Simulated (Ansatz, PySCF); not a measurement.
C3H, SMILES [C][C][CH-] (connectivity only; charge and spin as stated), charge -1, multiplicity 1. Atoms are numbered in the order given.

```xyz
4

C      0.1904     1.2342     0.0000
C      0.0064    -0.0950     0.0000
C     -0.0580    -1.3716     0.0000
H     -0.7940     1.7482     0.0000
```
Charge -1, spin multiplicity 1.

Coordinates come from a PBE0-D3(BJ)/def2-TZVPD optimisation.

Two levels are set side by side: PBE-D3(BJ)/def2-TZVPD (Ansatz, an electronic-structure program) and PBE0-D3(BJ)/def2-TZVPD (Ansatz). Each level has its own optimised geometry; the coordinates shown are those of the second. Frequencies come from the Hessian of PySCF at each geometry. Differences are taken from unrounded values.

```
quantity                            PBE0-D3(BJ)  PBE-D3(BJ)  PBE-D3(BJ) minus PBE0-D3(BJ)
----------------------------------  -----------  ----------  ----------------------------
mean bond length (Å)                      1.244       1.254                         0.011
bond C1–C2 (Å)                            1.342       1.351                         0.009
bond C2–C3 (Å)                            1.278       1.291                         0.013
bond C1–H4 (Å)                            1.110       1.121                         0.010
highest harmonic wavenumber (cm⁻¹)         2885        2768                          -117
mean harmonic wavenumber (cm⁻¹)            1278        1231                           -47
zero-point energy (kcal/mol)              10.96       10.56                         -0.40
```

Exact exchange shortens and stiffens bonds; PBE has none. Differences between two approximate levels are no errors against the true value.
